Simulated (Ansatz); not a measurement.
`N[SiH](Cl)Cl` + `[NH2][GeH2][OH]` → `[NH2][GeH2][O][SiH](N)Cl` + HCl  (ligand exchange at the Si–Cl bond)

Program: Ansatz. Geometries: PBE0-D4/def2-TZVP. ΔE: electronic, gas phase. CCSD(T)/CBS adds triple-zeta CCSD(T) − MP2 to the extrapolated MP2 energy (def2 sets, frozen cores). This one scheme is used for every species. Functionals use def2-TZVPP. For Ge outer-core shells are correlated without core-valence functions, which leaves a few kJ/mol of doubt a bond. Scalar relativity is left out up to krypton. Each species was taken in one conformer, which may not be the lowest.

```
        level  ΔE (kcal/mol)
      ωB97M-V           -9.8
HF/def2-TZVPP           -9.8
```

Problem. What does CCSD(T)/CBS give? (Best estimate.)

Solution. The calculation gave: -9.9 kcal/mol. The listed levels differ from it by 0.1, 0.1 kcal/mol.

Largest T1 diagnostic among the species: 0.011.

From PBE to PBE0 (25 % exact exchange), in def2-TZVPP and without D4, ΔE moves by −0.8 kcal/mol. The D4 term adds −2.8 kcal/mol with B3LYP and −1.7 kcal/mol with PBE0; it sums over pairs of atoms, weighted by their polarisabilities, and B3LYP, whose exchange is more repulsive, gets the larger term.

B3LYP here is the variant with VWN-RPA as its local correlation; programs differ in this.
